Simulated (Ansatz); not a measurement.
Molecule: sum formula LaClF₂, net charge 0, singlet state. 
Geometry from a B3LYP-D3(BJ)/def2-TZVP (Ansatz, a program for electronic structure) optimisation:
```xyz
4

La     0.0357    -0.3086     0.0825
F      2.1314    -0.7822     0.0670
F     -0.9472    -0.6309     1.9657
Cl    -0.7467     1.7828    -1.3529
```

Total electronic energies in hartree. Valence correlation only, unless marked. No spin-orbit coupling. Frozen are the shells of the preceding noble gas and the d and f shells that filled before the atom's block. In def2 rows, elements after Kr have scalar-relativistic effective core potentials. Basis-set limits of correlation are two-point, X^-3; Hartree-Fock from the larger set. The bracket is a focal-point correction in the basis named.

```tsv
level	program	energy (Eh)
HF/def2-SVP	Ansatz	-689.48695
BLYP-D4/def2-TZVPD	Ansatz + dftd4	-691.80192
BLYP/def2-TZVPD	Ansatz	-691.79541
PBE0/def2-TZVPD	Ansatz	?
PBE0/def2-QZVPP	Ansatz	-691.51757
r2SCANh-D4/def2-TZVPD	Ansatz + dftd4	?
B2PLYP-D3(BJ)/def2-TZVPD	Ansatz + dftd3	?
RI-MP2/def2-QZVPPD	Ansatz	-690.76617
RI-MP2/CBS(def2-TZVPPD,def2-QZVPPD)+[CCSD(T)-MP2]/def2-TZVPPD	Ansatz	-690.8502
```

Problem. Some entries are withheld; supply them.

Solution. 
- PBE0/def2-TZVPD, energy (Eh): -691.48579
- r2SCANh-D4/def2-TZVPD, energy (Eh): -691.71179
- B2PLYP-D3(BJ)/def2-TZVPD, energy (Eh): -691.46674
